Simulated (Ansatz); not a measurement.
`[CH3][Ge]([NH2])([OH])[Cl]` + H–F → `[CH3][Ge]([NH2])([F])[Cl]` + H₂O  (ligand exchange at a Ge–O bond)

Gas-phase electronic energies from Ansatz, PBE0-D4/def2-TZVP geometries. CCSD(T)/CBS is the MP2 limit (def2-TZVPP, def2-QZVPP) plus CCSD(T) − MP2 in def2-TZVPP, frozen cores. This one scheme is used for every species. DFT in def2-TZVPP. For Ge outer-core shells are correlated without core-valence functions, which leaves a few kJ/mol of doubt a bond. Scalar relativity is left out up to krypton. One conformer a species, not always the lowest.

| level | ΔE (kJ/mol) |
| --- | --- |
| ωB97X-V | -32.5 |
| CCSD/CBS(def2) | -28.1 |

Q: What does CCSD(T)/CBS give? (Best estimate.)

A: Computed: -26.8 kJ/mol. The listed levels differ from it by -5.7, -1.3 kJ/mol.

Largest T1 diagnostic among the species: 0.010.

The D4 term adds +3.7 kJ/mol with B3LYP and +2.1 kJ/mol with PBE0; it sums over pairs of atoms, weighted by their polarisabilities, and B3LYP, whose exchange is more repulsive, gets the larger term. In def2-TZVPP, CCSD(T) changes the Hartree–Fock value by +10.7 kJ/mol (the triples alone add +1.4 kJ/mol) and MP2 by +13.6 kJ/mol.

B3LYP here is the variant with VWN-RPA as its local correlation; programs differ in this.
